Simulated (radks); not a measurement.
Task: Tm20+, 49 electrons, occupied as [Kr] 4d10 4f3 (the NIST ground configuration). All-electron calculation, non-relativistic Kohn-Sham, PBE, spin-polarised, spherical densities, point nucleus; open shells are filled with parallel spins first (spin-orbit coupling, left out, can overturn this in heavy ions); relativity is left out, which matters for an element this heavy. Program: a radial shooting solver on a logarithmic mesh with Libxc functionals. Some entries of the table are withheld. Estimate them.

orbital  occ.  eigenvalue (hartree)  <r^2> (bohr^2)  <1/r> (bohr^-1)
1s down     1             -2044.232       0.0006450            68.46
1s up       1             -2044.232       0.0006450            68.46
2s up       1             -347.5400         0.01018            15.98
2s down     1             -347.5360         0.01018            15.98
2p up       3             -332.8278        0.007546            16.01
2p down     3             -332.8256        0.007546            16.01
3s up       1             -93.40733         0.06449            6.103
3s down     1             -93.29520         0.06440            6.108
3p up       3             -86.73993         0.05997            6.047
3p down     3             -86.63842         0.05987            6.053
3d up       5             -74.31069         0.04722            5.954
3d down     5             -74.23836         0.04712            5.958
4s up       1             -32.92603          0.2954            2.740
4s down     1             -32.77227          0.2959            2.735
4p up       3             -30.16579          0.3025              (1)
4p down     3             -30.01268          0.3032              (2)
4d up       5             -25.18117          0.3136            2.513
4d down     5             -25.02722          0.3147            2.507
4f up       3             -18.83203          0.3152            2.261
4f down     0             -18.66672          0.3176            2.255

Result: 
(1) 4p up <1/r> (bohr^-1): 2.664
(2) 4p down <1/r> (bohr^-1): 2.660
